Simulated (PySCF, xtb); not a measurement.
(1E)-1-bromobuta-1,3-diene (C₄H₅Br), SMILES C=C/C=C/Br. Other conformers were not sampled.

Harmonic wavenumbers (cm⁻¹) from GFN2-xTB (xtb 6.7.1) at its own minimum, in rising order: 128, 154, 217, 311, 441, 610, 725, 740, 888, 947, 967, 1025, 1153, 1201, 1261, 1291, 1406, 1621, 1659, 3060, 3076, 3085, 3105, 3139.

### Question
What does B3LYP-D3(BJ)/def2-SVP (PySCF) give at its own minimum? (Estimate from the structure and the level; the computed values follow.)

### Answer
146, 160, 240, 323, 453, 647, 759, 834, 931, 954, 966, 1038, 1167, 1230, 1293, 1309, 1429, 1644, 1705, 3139, 3148, 3166, 3205, 3241. Paired by order, the mean absolute difference is 38 cm⁻¹ and the zero-point energies are 46.0 and 47.4 kcal/mol.
